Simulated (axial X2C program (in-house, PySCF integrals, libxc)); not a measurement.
CrH⁻: cheaper levels and CCSD(T), with spin–orbit coupling

Computed with an in-house relativistic program for diatomic molecules. Two-component (2c) means X2C with spin–orbit coupling and atomic mean-field two-electron Coulomb and Gaunt terms. Basis: Cr dyall-acv3z [10s11p7d4f2g], H dyall-av3z [7s3p2d] (cores contracted in-house); Gaussian nuclei, density fitting, unrestricted open shells. Masses: Cr 51.941 u, H 1.008 u.

State: Ω = 3 (⟨Sz⟩ = 3.00, ⟨Lz⟩ = 0.00 at HF); fragments Cr + H- for PBE0, MP2, CCSD, BLYP, CCSD(T); Cr- + H for HF.

```
level  Re (Å)  ωe (cm⁻¹)  De (eV)
 PBE0   1.761     1298.4     1.96
   HF   1.875     1106.3     1.48
  MP2   1.798     1257.7     1.90
 CCSD   1.813     1212.8     1.86
 BLYP   1.738     1357.6     2.04
```

Correlated methods: 8 electrons correlated (number of frozen shells: Cr 3 s, 2 p; H none), 244 virtual spin orbitals or spinors in MP2, 90 natural virtuals in coupled cluster.

CCSD(T), same Hamiltonian and basis:

Re = 1.808 Å, ωe = 1232.1 cm⁻¹, De = 1.94 eV; T1 = 0.041 (Lee–Taylor normalisation).

Question: Give the differences from CCSD(T) in the columns below.

Answer: 

```tsv
level	ΔRe (Å)	Δωe (cm⁻¹)	ΔDe (eV)
PBE0	-0.047	66	0.02
HF	0.067	-126	n/a
MP2	-0.010	26	-0.04
CCSD	0.005	-19	-0.08
BLYP	-0.070	126	0.10
```

The state is one determinant whose occupation by symmetry is held fixed; it was picked as the lowest of a PBE0 search that is not exhaustive. De is counted from the lowest determinant-based energies of the atoms at the same level, without counterpoise correction. Density functionals use the spin component along the axis (collinear). CCSD and (T) use frozen natural virtuals with an MP2 correction for the truncation; (T) itself is uncorrected, so its De runs slightly low. Other states lie close and PBE0, whose exact exchange favours high spin, may order them wrongly; the determinant shown need not be the ground state. The nearest other spin-free determinant of the search, M_S = 2, Λ = 0, lies 0.06 eV up at the distance of the search. With several unpaired electrons one determinant need not be a pure state. A state of lower Ω lies just above, and one determinant can place such states too high, so the state shown need not be the lowest. The search has Ω = 2 only 0.06 eV up. Open-shell Ω = 0 determinants with evenly filled partner blocks cannot be reached by this program, so the Ω shown need not be the lowest component. The highest occupied level of some functionals is positive through self-interaction error; at Hartree–Fock it is bound. The T1 diagnostic is large, a sign of multireference character. Hartree–Fock gets electron affinities wrong, so its lowest charge split need not be the true one.
